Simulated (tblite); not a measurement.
A tight-binding relaxation on `Cl[C@@H]1[SiH2]C=C1C1CCC1`.

Computed with GFN2-xTB geometry optimisation, gas phase (tblite 0.8.0). Start geometry: from a force field or distance geometry. A driver script takes a list of jobs; this job's settings line and coordinates (Å) are shown.

Command:
```bash
OMP_NUM_THREADS=1 python probes_run.py task.json out
```

Input:
```
{"job": {"kind": "relax", "xc": "GFN2-xTB", "basis": "xTB"}, "charge": 0, "multiplicity": 1}
Cl     2.323200    -1.992900     1.100900
C      1.727100    -0.907600    -0.189500
Si     3.077900     0.363100    -0.507600
C      1.545800     1.332300    -0.047900
C      0.750700     0.245800     0.203200
C     -0.699500     0.173200     0.703300
C     -1.421500    -1.120400     0.267400
C     -2.656100    -0.238800     0.010100
C     -1.678900     0.925800    -0.217300
H      1.451200    -1.489600    -1.063900
H      3.440900     0.569100    -1.938000
H      4.160600     0.533700     0.483700
H      1.364400     2.394100     0.072900
H     -0.824600     0.407100     1.766900
H     -1.547700    -1.872600     1.052000
H     -1.043200    -1.606200    -0.623500
H     -3.310000    -0.114400     0.883500
H     -3.273800    -0.532000    -0.855200
H     -1.369700     1.038800    -1.257900
H     -2.021800     1.902200     0.153900
```

Output:
```
step      E/eV     max force
  0    -728.95946    2.814
  1    -729.16414    0.993
  2    -729.26309    0.991
  3    -729.34518    0.613
  4    -729.38845    0.575
  5    -729.41927    0.474
  6    -729.45021    0.479
  7    -729.47456    0.532
  8    -729.49087    0.432
  9    -729.50147    0.215
... (152 lines left out)
162    -729.58787    0.022
163    -729.58797    0.019
164    -729.58806    0.020
165    -729.58813    0.017
166    -729.58819    0.016
167    -729.58825    0.015
168    -729.58831    0.016
169    -729.58836    0.018
170    -729.58840    0.013
171    -729.58841    0.009
```

«max force» is the largest atomic force in eV/Å.

Question: From which step on does the largest force stay under 0.1 eV/Å, and how much energy is left to gain from there?

Answer: From step 17 (0.094 eV/Å), 57.7 meV above the end.

Summary of the converged run: energy lowered by 14.5 kcal/mol over 171 steps; largest atomic force 0.009 eV/Å at the end.

Question: Where do the atoms end?

Answer: 0.596 Å rms from the input after alignment:
```
atom  x, y, z in Å
Cl1    2.2095   -1.3500    1.8676
C2     1.8414   -0.8713    0.1812
Si3    3.0607    0.3880   -0.6562
C4     1.3800    1.2218   -0.5043
C5     0.7739    0.1901    0.1075
C6    -0.5986   -0.0003    0.6226
C7    -1.4413   -1.0975   -0.0711
C8    -2.6253   -0.1222   -0.1202
C9    -1.6830    1.0294    0.2596
H10    1.5813   -1.7964   -0.3317
H11    3.5297   -0.0080   -1.9823
H12    4.1360    0.8343    0.2194
H13    0.9385    2.1699   -0.7637
H14   -0.5456   -0.1770    1.7007
H15   -1.5898   -2.0158    0.4926
H16   -1.0603   -1.3443   -1.0609
H17   -3.3693   -0.3275    0.6469
H18   -3.1262   -0.0313   -1.0819
H19   -1.4031    1.6396   -0.5962
H20   -2.0137    1.6790    1.0670
```

Question: How long does this job take on one thread of an Arm Neoverse V1, no GPU, shared host with 64 logical CPUs at a one-minute load of 36?

Answer: About 1.7 s.
Labels such as C1 count atoms from 1, the log's own numbers from 0.
